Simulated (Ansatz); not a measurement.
C3H11BO, SMILES `C[B-](C)(C)[OH2+]`. Charge 0, multiplicity 1.

```xyz
16

C     1.142    0.902    0.562
B     0.041   -0.073   -0.072
C     0.100   -1.600    0.388
C    -0.366    0.211   -1.589
O    -1.481    0.472    0.782
H     2.118    0.667    0.120
H     1.270    0.786    1.645
H     0.968    1.965    0.355
H    -0.770   -2.180    0.067
H     0.214   -1.733    1.471
H     0.979   -2.073   -0.065
H    -0.554    1.269   -1.808
H    -1.239   -0.362   -1.915
H     0.465   -0.085   -2.240
H    -1.591    1.407    0.570
H    -1.297    0.426    1.728
```

(1) List the harmonic frequencies (cm⁻¹, unscaled) at PBE0-D4/def2-TZVP in Ansatz. (Estimate.)

(2) Is this a minimum?

(3) Give the ideal-gas thermochemistry at 298.15 K and 1 bar (rigid rotor, harmonic oscillator; point group Cs, symmetry number 1).

Answers

(1) Computed: 49, 163, 193, 208, 232, 237, 239, 318, 319, 337, 585, 649, 682, 760, 777, 798, 877, 886, 975, 1153, 1169, 1327, 1329, 1330, 1452, 1456, 1459, 1469, 1473, 1483, 1620, 3007, 3015, 3020, 3070, 3080, 3081, 3087, 3099, 3103, 3793, 3895.

(2) Yes, all 42 modes are real.

(3) Zero-point energy 366.4 kJ/mol; H(298) − E = 392.6 kJ/mol; entropy 370.3 J/(mol·K), of which translation 162.5, rotation 109.4, vibration 98.4; G(298) − E = 282.2 kJ/mol. Modes under 100 cm⁻¹ are hindered rotations or soft bends, so the harmonic entropy is rough.
